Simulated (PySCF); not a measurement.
SbF2, SMILES [Sb+]([F])[F] (connectivity only; charge and spin as stated), charge +1, multiplicity 1. Geometry: PBE-D3(BJ)/def2-TZVP. The spin state was assumed, not searched. The isomer is the one that the SMILES or the coordinates give; other isomers of the formula were not compared. The def2 effective core potentials stand for the cores of Sb; spin–orbit coupling is left out.

Calculation: PySCF 2.14.0 with PBE-D3(BJ)/def2-TZVP.

Harmonic wavenumbers (cm⁻¹): 211, 684, 691. Rotational constants (GHz): 11.30, 6.844, 4.263; symmetry number 2.

Problem. Work out the zero-point energy and the ideal-gas rigid-rotor harmonic-oscillator thermochemistry at 298.15 K and 1 atm.

Solution. ZPE = ½ Σ hcν = ½ × 1585 cm⁻¹ = 2.27 kcal/mol. H − E(el) = 5.13 kcal/mol. Entropy in cal/(mol K): translation 41.11, rotation 23.01, vibration 2.68, total 66.81. G − E(el) = -14.79 kcal/mol. Cp = 11.48 cal/(mol K).
